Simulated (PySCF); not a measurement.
A survey of ³³S NMR shifts

PySCF 2.14.0 with density-fitted response routines calculation with GFN2-xTB geometry and shieldings: GIAO PBE0/pcSseg-1; single conformer, one averaged value for each set of equivalent atoms, no relativistic terms, isolated molecule.

Shieldings were converted by a linear fit to measured shifts: ³³S (scatter 33.3 ppm rms vs sulfate, solution or neat liquid). A few per cent of atoms miss by over 2 rms, more outside the fitted compound classes.

Problem. Give the ³³S shifts of `O=S(=O)(F)NS(=O)(=O)C(F)(F)F`, `COC(=O)c1nnc(C)s1`.

Solution. 
```json
{"compound": "[O:1]=[S:2](=[O:3])([F:4])[NH:5][S:6](=[O:7])(=[O:8])[C:9]([F:10])([F:11])[F:12]", "environment": "S2: sulfonyl sulfur", "δ (ppm)": "-42"}
{"compound": "[O:1]=[S:2](=[O:3])([F:4])[NH:5][S:6](=[O:7])(=[O:8])[C:9]([F:10])([F:11])[F:12]", "environment": "S6: sulfonyl sulfur", "δ (ppm)": "-50"}
{"compound": "COC(=O)c1nnc(C)s1", "environment": "aromatic ring sulfur", "δ (ppm)": "-17"}
```

Problem. Match the shifts 198, 137, 3, -515, -587 ppm to `CC(=S)OCO[SiH3]`, `[SiH3]c1nncs1`, `C[C@H]([SiH2]S)C(=O)O`, `[SiH3]c1csnn1`, `CS[SiH2]OC(C)=O`.

Solution. 198: [SiH3]c1csnn1 (aromatic ring sulfur); 137: CC(=S)OCO[SiH3] (thione sulfur); 3: [SiH3]c1nncs1 (aromatic ring sulfur); -515: CS[SiH2]OC(C)=O (sulfur bonded to C, Si); -587: C[C@H]([SiH2]S)C(=O)O (sulfur bonded to Si, H).
